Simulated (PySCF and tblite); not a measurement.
Results of a calculation; reference values are marked as such.
System: C₂H₇NSi, numbered as in [SiH3:1][N:2]1[CH2:3][CH2:4]1.

Two runs for the pyramidal inversion at N2 on the same PBE0-D3(BJ)/def2-SVP geometries. The first, PBE0/pcSseg-2 + D3(BJ), gave a barrier of 3.7 kcal/mol. The second was started with:

```json
{"job": {"kind": "nmr", "xc": "PBE0", "basis": "STO-3G", "pop": false}, "charge": 0, "multiplicity": 1}
```

```
coarse grid: 9200 points
cycle   1  E = -419.3135154738  dE =  2.852e-01  |g| = 3.614e-01  |ddm| = 3.976e+00
cycle   2  E = -419.3042171386  dE =  9.298e-03  |g| = 4.261e-01  |ddm| = 1.056e+00
cycle   3  E = -419.3571002867  dE = -5.288e-02  |g| = 2.619e-02  |ddm| = 5.688e-01
cycle   4  E = -419.3573232444  dE = -2.230e-04  |g| = 7.711e-03  |ddm| = 5.031e-02
cycle   5  E = -419.3573441021  dE = -2.086e-05  |g| = 7.335e-04  |ddm| = 1.278e-02
cycle   6  E = -419.3573443022  dE = -2.001e-07  |g| = 2.419e-04  |ddm| = 1.714e-03
final grid: 82944 points
cycle   7  E = -419.3360514759  dE = -5.380e-06  |g| = 3.044e-03  |ddm| = 1.151e-02
cycle   8  E = -419.3360522411  dE = -7.652e-07  |g| = 2.752e-03  |ddm| = 8.904e-03
cycle   9  E = -419.3360546679  dE = -2.427e-06  |g| = 3.953e-04  |ddm| = 4.220e-03
cycle  10  E = -419.3360547142  dE = -4.627e-08  |g| = 1.779e-05  |ddm| = 5.069e-04
cycle  11  E = -419.3360547143  dE = -1.140e-10  |g| = 3.148e-06  |ddm| = 3.738e-05
converged SCF energy = -419.3360547143
```

Task: What is wrong with the second run, and what did it give?

Result: Its fault: minimal basis. It ran through; the barrier from its energies is 7.1 kcal/mol, off by 3.4.
